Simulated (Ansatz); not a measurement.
Coupled-cluster run, CH4FGaO2, SMILES `C[O][Ga]([OH])[F]`.

```yaml
crystal:
  periodic: [false, false, false]
  atoms:
    - {symbol: C, position_ang: [0.370123, 1.381624, 0.715661]}
    - {symbol: O, position_ang: [-0.131194, 0.059998, 0.713553]}
    - {symbol: Ga, position_ang: [-0.194976, -0.938015, -0.737319]}
    - {symbol: O, position_ang: [-0.823047, -2.584676, -0.758400]}
    - {symbol: F, position_ang: [0.394346, -0.268095, -2.235085]}
    - {symbol: H, position_ang: [0.732770, 1.705786, -0.265295]}
    - {symbol: H, position_ang: [1.197181, 1.453188, 1.428451]}
    - {symbol: H, position_ang: [-0.419144, 2.069344, 1.034330]}
    - {symbol: H, position_ang: [-1.126079, -2.879153, 0.104105]}
basis:
  gaussian: {orbitals: def2-SVP}
correlation: {method: ccsd_t}
```

```sh
$ ansatz run in.yaml --threads 4 --pin off --events-out ev --progress --plain --max-ram 10444MiB
```

The program prints (abridged):

```
Functional definition: HF
1056 factors; integrals over basis functions are off by at most 1.3e-3 eV
mean field evaluation 1: about -60192.9778 eV, gradient 4.9e1 eV
mean field evaluation 2: about -60193.0422 eV, gradient 4.9e1 eV
mean field evaluation 4: about -60197.5327 eV, gradient 3.2e0 eV
mean field evaluation 8: about -60197.5679 eV, gradient 3.2e-4 eV
mean field -60197.56786207 eV, -2212.2198155539 hartree, gradient 9.3e-6 eV, S^2 0.000000; 0 other end points of the search recorded, 0 dependent functions left out
13 core orbitals not correlated: weight in the atoms' cores, before any rotation towards them, 1.000 or more for the frozen orbitals, at most 0.000 for the correlated occupied ones
reference -60197.56786207 eV, -2212.2198155539 hartree; 20, 20 occupied and 75, 75 virtual orbitals, 1056 factors
second order -24.83823833 eV of doubles, -0.00000000 eV of singles
cycle   1  -24.34880505 eV  change    4.9e-1 eV  update   1.3e-1
cycle   2  -25.01509178 eV  change   -6.7e-1 eV  update   3.7e-2
cycle   3  -25.17977991 eV  change   -1.6e-1 eV  update   2.1e-2
cycle   4  -25.16658612 eV  change    1.3e-2 eV  update   4.8e-3
cycle   5  -25.16216027 eV  change    4.4e-3 eV  update   2.2e-3
cycle   6  -25.16275010 eV  change   -5.9e-4 eV  update   6.7e-4
cycle   7  -25.16251051 eV  change    2.4e-4 eV  update   2.2e-4
cycle   8  -25.16241320 eV  change    9.7e-5 eV  update   8.1e-5
cycle   9  -25.16242859 eV  change   -1.5e-5 eV  update   3.0e-5
perturbative correction -0.61021356 eV, -0.0224249349 hartree
Total energy: -60223.34050422 eV, -2213.1669426838 hartree
```

It took 5.5 s on 4 threads of an Intel Xeon Platinum 8488C on a shared host, with 0.56 GiB of host memory at the peak.

MP2 recovers 96.4 % of the CCSD(T) correlation energy and the triples give 2.4 %; T1 = 0.0143.
